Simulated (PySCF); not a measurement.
## ORD: `FC(F)C[C@H]1C[C@H]1Cl`, C$_{5}$H$_{7}$ClF$_{2}$

Geometry (Å), atoms numbered from 1 in this order:
```xyz
15

F    -1.467   -1.063    1.944
C    -1.714   -0.256    0.881
F    -3.007   -0.475    0.538
C    -0.787   -0.592   -0.278
C     0.652   -0.332    0.095
C     1.652   -0.005   -0.977
C     1.228    1.050   -0.006
Cl    0.217    2.373   -0.573
H    -1.626    0.785    1.225
H    -1.083    0.020   -1.130
H    -0.926   -1.645   -0.534
H     0.993   -0.927    0.934
H     2.656   -0.394   -0.900
H     1.288    0.074   -1.989
H     1.920    1.396    0.749
```

Method: TDDFT B3LYP/def2-SVPD circular dichroism and optical rotation, one conformer, gas phase (PySCF). Geometry: GFN2-xTB.

The molecule is flexible and this is one conformer; a measurement averages over conformers. States above about 7.9 eV (minus the energy of the highest occupied orbital) lie near or above the ionisation threshold and depend on the basis.

Stereocentres: C5 S, C7 R.

**Question.** What is the specific rotation at 633, 589.3, 546, 436, 405, 365, 355 nm?

**Answer.** [α] in deg dm⁻¹ (g/mL)⁻¹:
| λ (nm) | origin-invariant length gauge | modified velocity gauge | length gauge (centre of mass) | isotropic polarisability (au) |
| --- | --- | --- | --- | --- |
| 633 | -116.4 | -119.2 | -112.5 | 74.3 |
| 589.3 | -135.8 | -139.1 | -131.2 | 74.5 |
| 546 | -160.5 | -164.3 | -155.0 | 74.8 |
| 436 | -266.5 | -272.4 | -257.5 | 75.9 |
| 405 | -317.0 | -323.7 | -306.2 | 76.4 |
| 365 | -407.9 | -416.1 | -394.2 | 77.3 |
| 355 | -437.2 | -445.7 | -422.4 | 77.5 |

**Question.** And for the mirror image at 589.3 nm?

**Answer.** +135.8 deg dm⁻¹ (g/mL)⁻¹ (origin-invariant length gauge): the same size and the opposite sign.

**Question.** What is the molar rotation [Φ] = [α]·M/100 of the geometry above at 589.3 nm?

**Answer.** With M = 140.56 g/mol, -190.9 deg cm² dmol⁻¹ (origin-invariant length gauge).

The first excitation lies at 6.77 eV (183 nm) with R = +2.0 × 10⁻⁴⁰ esu² cm² (velocity form).
